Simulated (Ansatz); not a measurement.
Reaction (ligand exchange at the Si–C bond): `BC([SiH3])[SiH2]F` + `O[SiH2][AlH2]` → `[AlH2][SiH2]O[SiH3]` + `BC[SiH2]F`

Calculated with Ansatz (gas phase, PBE0-D4/def2-TZVP geometries, no zero-point term in ΔE). CCSD(T)/CBS is the MP2 limit (def2-TZVPP, def2-QZVPP) plus CCSD(T) − MP2 in def2-TZVPP, frozen cores. Functionals use def2-TZVPP. B3LYP here is the variant with VWN-RPA as its local correlation; programs differ in this. Each species was taken in one conformer, which may not be the lowest.

CCSD(T)/CBS gives -20.3 kcal/mol.

**Question.** Another level gave -20.0 kcal/mol. Which?
A. CCSD/def2-TZVPP
B. B3LYP/def2-TZVPP
C. PBE/def2-TZVPP
D. ωB97M-V/def2-TZVPP

**Answer.** D. ωB97M-V -20.0, PBE -18.0, B3LYP -23.4, CCSD/def2-TZVPP -21.6 kcal/mol.

Largest T1 diagnostic among the species: 0.012.

From PBE to PBE0 (25 % exact exchange), in def2-TZVPP and without D4, ΔE moves by −1.1 kcal/mol. The D4 term adds +1.5 kcal/mol with B3LYP and +0.8 kcal/mol with PBE0; it sums over pairs of atoms, weighted by their polarisabilities, and B3LYP, whose exchange is more repulsive, gets the larger term. In def2-TZVPP, CCSD(T) changes the Hartree–Fock value by +7.8 kcal/mol (the triples alone add +1.2 kcal/mol) and MP2 by +8.0 kcal/mol.
